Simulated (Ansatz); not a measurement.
All values below come from frozen-core CCSD(T)/def2-TZVPP // CAM-B3LYP-D3(BJ)/def2-TZVP in Ansatz (a quantum-chemistry and plane-wave program).

Ansatz 0.2 input:
```yaml
crystal:
  periodic: [false, false, false]
  atoms:
    - { symbol: N, position_ang: [-0.953346, -0.091101, 0.022351] }
    - { symbol: Ga, position_ang: [1.066675, 0.102168, -0.024987] }
    - { symbol: H, position_ang: [-1.578067, 0.040287, -0.778228] }
    - { symbol: H, position_ang: [-1.503829, -0.335437, 0.85044] }
    - { symbol: H, position_ang: [1.612674, -1.284848, -0.373246] }
    - { symbol: H, position_ang: [1.35627, 1.568893, 0.303667] }
basis:
  gaussian: { orbitals: def2-TZVPP }
correlation:
  method: ccsd_t
total_charge: 1
magnetization:
  spin_polarized: true
  initial_magnetization: 1
```

Output:

```
Functional definition: HF
816 factors; integrals over basis functions are off by at most 9.1e-4 eV
mean field evaluation 1: about -53858.1689 eV, gradient 4.8e1 eV
mean field evaluation 2: about -53858.1699 eV, gradient 4.8e1 eV
mean field evaluation 4: about -53871.2553 eV, gradient 8.5e0 eV
mean field evaluation 8: about -53872.4417 eV, gradient 5.6e-1 eV
mean field evaluation 16: about -53861.1287 eV, gradient 4.7e1 eV
mean field evaluation 32: about -53863.9490 eV, gradient 3.5e0 eV
mean field evaluation 64: about -53872.4476 eV, gradient 1.7e-2 eV
mean field evaluation 96: about -53866.6506 eV, gradient 3.9e-2 eV
mean field evaluation 128: about -53866.9582 eV, gradient 1.3e0 eV
mean field evaluation 160: about -53865.6851 eV, gradient 5.5e0 eV
mean field evaluation 192: about -53866.2936 eV, gradient 9.7e0 eV
mean field evaluation 224: about -53868.7650 eV, gradient 2.7e-3 eV
mean field evaluation 256: about -53865.0269 eV, gradient 7.2e-3 eV
mean field evaluation 288: about -53862.4979 eV, gradient 1.2e-1 eV
mean field evaluation 320: about -53863.8280 eV, gradient 2.9e-1 eV
mean field evaluation 352: about -53863.2458 eV, gradient 1.1e0 eV
mean field -53872.44763981 eV, -1979.7759347063 hartree, gradient 2.8e-6 eV, S^2 0.761373; 2 other end points of the search recorded, 0 dependent functions left out
10 core orbitals not correlated
reference -53872.44763981 eV, -1979.7759347063 hartree; 11, 10 occupied and 114, 115 virtual orbitals, 816 factors
second order -10.75686441 eV of doubles, -0.00000000 eV of singles
cycle   1  -10.90740088 eV  change   -1.5e-1 eV  update   8.5e-2
cycle   2  -11.30315993 eV  change   -4.0e-1 eV  update   2.8e-2
cycle   3  -11.38582188 eV  change   -8.3e-2 eV  update   1.6e-2
cycle   4  -11.38323813 eV  change    2.6e-3 eV  update   6.1e-3
cycle   5  -11.38576124 eV  change   -2.5e-3 eV  update   3.6e-3
cycle   6  -11.38663867 eV  change   -8.8e-4 eV  update   1.6e-3
cycle   7  -11.38687628 eV  change   -2.4e-4 eV  update   7.4e-4
cycle   8  -11.38683817 eV  change    3.8e-5 eV  update   2.6e-4
cycle   9  -11.38679826 eV  change    4.0e-5 eV  update   1.0e-4
cycle  10  -11.38673645 eV  change    6.2e-5 eV  update   3.4e-5
cycle  11  -11.38675362 eV  change   -1.7e-5 eV  update   1.3e-5
perturbative correction -0.36943396 eV, -0.0135764475 hartree
Total energy: -53884.20382738 eV, -1980.2079666311 hartree
```

Cost: roughly 2.9 core-minutes.
